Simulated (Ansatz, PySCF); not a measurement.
Pair of molecules: HF (SMILES F) (first 2 atoms) with PH3 (SMILES P); geometry from B3LYP-D3(BJ)/def2-TZVP, rigid monomers moved along the line of their centres of mass till H2···P3 is 2.63 Å.
(charge 0, multiplicity 1):
| atom | x (Å) | y (Å) | z (Å) |
|---|---|---|---|
| F | -1.4437 | -0.2289 | -0.2438 |
| H | -0.9465 | -0.0506 | 0.5332 |
| P | 0.4460 | 0.4511 | 2.7110 |
| H | 0.1287 | -0.1669 | 3.9418 |
| H | 1.8316 | 0.1796 | 2.7736 |
| H | 0.5385 | 1.7607 | 3.2343 |

Counterpoise-corrected where a basis set is named; no monomer relaxation.

Rows in 6-31G* carry no dispersion term and start afresh at each structure (6-31G* with six Cartesian d functions). MP2/6-31G* freezes PySCF's default core.

Run with Ansatz (Gaussian basis) for Hartree–Fock, density functionals and correlated methods; PySCF for 6-31G* rows. Each number belongs to the level named beside it.

Q: Give the interaction energy at the level HF/aug-cc-pV(T+d)Z.

A: -16 kJ/mol

Ansatz is a first-principles code.
